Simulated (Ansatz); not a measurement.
`COCCOCCOCCOCCCCCC[SeH]`. The state is a singlet with charge 0. Geometry PBE-D4/def2-SVP; atoms count from 1.

| atom | x (Å) | y (Å) | z (Å) |
| --- | --- | --- | --- |
| C1 | -1.314 | 5.071 | -2.087 |
| O2 | -1.690 | 3.762 | -1.736 |
| C3 | -0.618 | 2.896 | -1.449 |
| C4 | 0.271 | 3.311 | -0.280 |
| O5 | -0.525 | 3.503 | 0.869 |
| C6 | 0.208 | 3.932 | 2.009 |
| C7 | 0.923 | 2.813 | 2.768 |
| O8 | 0.046 | 2.005 | 3.540 |
| C9 | -0.677 | 1.002 | 2.840 |
| C10 | 0.147 | -0.250 | 2.541 |
| O11 | 1.077 | -0.085 | 1.474 |
| C12 | 0.565 | -0.408 | 0.190 |
| C13 | 0.654 | -1.901 | -0.133 |
| C14 | 0.140 | -2.230 | -1.538 |
| C15 | 0.314 | -3.696 | -1.955 |
| C16 | -0.523 | -4.693 | -1.148 |
| C17 | -0.341 | -6.152 | -1.562 |
| Se18 | 1.475 | -6.895 | -1.270 |
| H19 | -2.225 | 5.592 | -2.442 |
| H20 | -0.903 | 5.651 | -1.226 |
| H21 | -0.556 | 5.091 | -2.910 |
| H22 | 0.048 | 2.759 | -2.341 |
| H23 | -1.080 | 1.913 | -1.223 |
| H24 | 1.044 | 2.517 | -0.138 |
| H25 | 0.830 | 4.251 | -0.520 |
| H26 | 0.956 | 4.712 | 1.716 |
| H27 | -0.527 | 4.406 | 2.694 |
| H28 | 1.542 | 2.195 | 2.080 |
| H29 | 1.615 | 3.287 | 3.498 |
| H30 | -1.510 | 0.711 | 3.516 |
| H31 | -1.131 | 1.406 | 1.906 |
| H32 | 0.737 | -0.508 | 3.446 |
| H33 | -0.544 | -1.105 | 2.341 |
| H34 | -0.489 | -0.052 | 0.075 |
| H35 | 1.172 | 0.166 | -0.544 |
| H36 | 1.714 | -2.218 | -0.028 |
| H37 | 0.083 | -2.473 | 0.630 |
| H38 | -0.934 | -1.945 | -1.617 |
| H39 | 0.673 | -1.587 | -2.274 |
| H40 | 1.386 | -3.983 | -1.873 |
| H41 | 0.051 | -3.802 | -3.031 |
| H42 | -1.604 | -4.441 | -1.259 |
| H43 | -0.301 | -4.595 | -0.063 |
| H44 | -1.058 | -6.818 | -1.044 |
| H45 | -0.501 | -6.283 | -2.653 |
| H46 | 1.380 | -6.837 | 0.213 |

Single mean-field runs in def2-TZVP are fitted with def2-universal-jkfit.

Q: Estimate the Mulliken populations of the heavy atoms from the PBE0/def2-TZVP orbitals of Ansatz.

A: 
| atom | charge (e) |
| --- | --- |
| C1 | -0.24 |
| O2 | -0.27 |
| C3 | -0.04 |
| C4 | -0.11 |
| O5 | -0.28 |
| C6 | -0.03 |
| C7 | -0.11 |
| O8 | -0.29 |
| C9 | -0.08 |
| C10 | -0.04 |
| O11 | -0.30 |
| C12 | -0.09 |
| C13 | -0.21 |
| C14 | -0.18 |
| C15 | -0.19 |
| C16 | -0.21 |
| C17 | -0.26 |
| Se18 | -0.17 |
Mulliken values and Mayer orders depend strongly on the basis.

Q: And the Mayer bond orders between bonded heavy atoms (over 0.3)?

A: C1–O2 1.00 (1.41 Å); O2–C3 1.03 (1.41 Å); C3–C4 1.00 (1.53 Å); C4–O5 0.98 (1.41 Å); O5–C6 0.97 (1.42 Å); C6–C7 1.00 (1.53 Å); C7–O8 1.00 (1.42 Å); O8–C9 1.00 (1.42 Å); C9–C10 1.01 (1.53 Å); C10–O11 0.94 (1.43 Å); O11–C12 0.96 (1.42 Å); C12–C13 1.05 (1.53 Å); C13–C14 1.01 (1.53 Å); C14–C15 1.01 (1.53 Å); C15–C16 1.01 (1.53 Å); C16–C17 0.98 (1.53 Å); C17–Se18 1.03 (1.98 Å).
